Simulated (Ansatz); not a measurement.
Zn10S9Cl2: single points at one geometry.

```yaml
crystal:
  periodic: [false, false, false]
  atoms:
    - {symbol: Cl, position_ang: [0.554748, -3.862489, -1.178241]}
    - {symbol: Cl, position_ang: [-1.426638, -3.198825, 2.170460]}
    - {symbol: S, position_ang: [-2.604462, -2.137996, -1.832603]}
    - {symbol: S, position_ang: [-2.405576, 2.007342, -1.078964]}
    - {symbol: S, position_ang: [-1.955251, 0.790025, 3.157197]}
    - {symbol: S, position_ang: [0.217186, -0.426431, -3.591072]}
    - {symbol: S, position_ang: [-0.096069, -0.462479, 0.147989]}
    - {symbol: S, position_ang: [0.886848, 3.148480, 1.396327]}
    - {symbol: S, position_ang: [3.434576, 0.206639, -0.470624]}
    - {symbol: S, position_ang: [1.551317, -0.451137, 3.405636]}
    - {symbol: S, position_ang: [1.493157, 2.831331, -2.164869]}
    - {symbol: Zn, position_ang: [-1.583744, 0.021804, -2.047804]}
    - {symbol: Zn, position_ang: [-0.428407, -2.386976, -2.656080]}
    - {symbol: Zn, position_ang: [-1.194285, -2.582143, -0.059003]}
    - {symbol: Zn, position_ang: [-1.918113, 0.985714, 0.902383]}
    - {symbol: Zn, position_ang: [1.607270, 0.462713, -1.999284]}
    - {symbol: Zn, position_ang: [-0.607733, -1.090118, 2.696060]}
    - {symbol: Zn, position_ang: [2.030692, -0.354896, 1.197134]}
    - {symbol: Zn, position_ang: [-0.254224, 2.757281, -0.690263]}
    - {symbol: Zn, position_ang: [2.419286, 2.274784, -0.108122]}
    - {symbol: Zn, position_ang: [0.279432, 1.467398, 2.803753]}
basis:
  gaussian: {orbitals: def2-SVP, fitting: {mean_field: def2-universal-jkfit}, initial_orbitals: start.molden}
hamiltonian: {xc: pbe, dispersion: d4}
scf: {omitted_lower_state_checks: [starts]}
output: {orbitals: {seedname: orbitals}}
```

The file start.molden holds the orbitals of an earlier run on this structure, at another level or in another basis.

```sh
$ ansatz run in.yaml --threads 5 --pin off --events-out ev --progress --plain --max-ram 66560MiB --backend cuda --devices 0, --max-vram 37GiB
```

Output, abridged:

```
Functional definition: PBE
4048 factors; integrals over basis functions are off by at most 2.6e-2 eV
mean field evaluation 1: about -606554.6399 eV, gradient 2.5e1 eV
mean field evaluation 2: about -606555.8303 eV, gradient 1.2e0 eV
mean field evaluation 4: about -606555.8388 eV, gradient 1.3e-1 eV
mean field -606555.83885741 eV, -22290.5159396956 hartree, gradient 2.1e-5 eV, S^2 0.000000; 0 other end points of the search recorded, 0 dependent functions left out
reference -606555.83895239 eV, -22290.5159431861 hartree; 239, 239 occupied and 269, 269 virtual orbitals, 4048 factors
Total energy: -606558.58560996 eV, -22290.6168809902 hartree
Checks for a lower state left out: starts
```

Run time 11 s (5 threads of AMD EPYC 7R13 on a shared host and a share (37 GiB) of an NVIDIA H100 80GB HBM3), peak host memory 1.1 GiB.

Geometry: PBE-D4/def2-SVP, loosely relaxed.

Single mean-field runs in def2-SVP are fitted with def2-universal-jkfit. The geometry of the charge 0 singlet is only loosely relaxed.
